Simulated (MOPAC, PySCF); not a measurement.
[Ti(F)(H)3], neutral singlet in the gas phase. 

Cartesian coordinates (Å):
```xyz
5

Ti    -0.0254    -0.0294     0.0226
F      0.4789     0.4766    -1.5448
H      1.3652    -0.2156     0.9856
H     -0.8518    -1.5069    -0.1487
H     -1.0490     1.1732     0.6562
```
Charge 0, multiplicity 1.

All levels are single points at this geometry (BP86-D3(BJ)/def2-SVP); Pople sets use spherical d functions. Orbital energies aren't observables, and empty levels follow the basis.

| level | HOMO (eV) | LUMO (eV) | gap (eV) | dipole (D) | vertical IE, Delta-SCF (eV) |
|---|---|---|---|---|---|
| B3LYP-D3(BJ)/def2-TZVP in PySCF | -8.82 | -3.31 | 5.51 | 0.79 | – |
| PBE-D3(BJ)/def2-TZVP in PySCF | -7.54 | -4.25 | 3.29 | 0.57 | – |
| TPSSh-D3(BJ)/def2-TZVP in PySCF | -8.37 | -3.61 | 4.76 | 0.66 | – |
| B3LYP/3-21G in PySCF | -8.80 | -3.02 | 5.78 | 0.07 | – |
| B3LYP/6-311+G** (LANL2DZ on Ti) in PySCF | -9.05 | -3.65 | 5.40 | 1.00 | – |
| B3LYP/6-31G* (LANL2DZ on Ti) in PySCF | -9.06 | -3.64 | 5.43 | 0.42 | 11.68 |
| B3LYP/LANL2DZ in PySCF | -9.16 | -3.74 | 5.41 | 0.95 | – |
| M06-2X/6-31G* (LANL2DZ on Ti) in PySCF | -10.56 | -2.53 | 8.03 | 0.71 | – |
| PBE/6-31G* (LANL2DZ on Ti) in PySCF | -7.78 | -4.49 | 3.29 | 0.18 | – |
| HF/3-21G in PySCF | -12.69 | 0.63 | 13.32 | 0.78 | – |
| HF/STO-3G in PySCF | -10.46 | 6.60 | 17.06 | 0.34 | – |
| PM6 in MOPAC | -9.44 | -2.99 | 6.44 | 1.14 | – |
| PM7 in MOPAC | -11.09 | -2.29 | 8.80 | 3.36 | – |
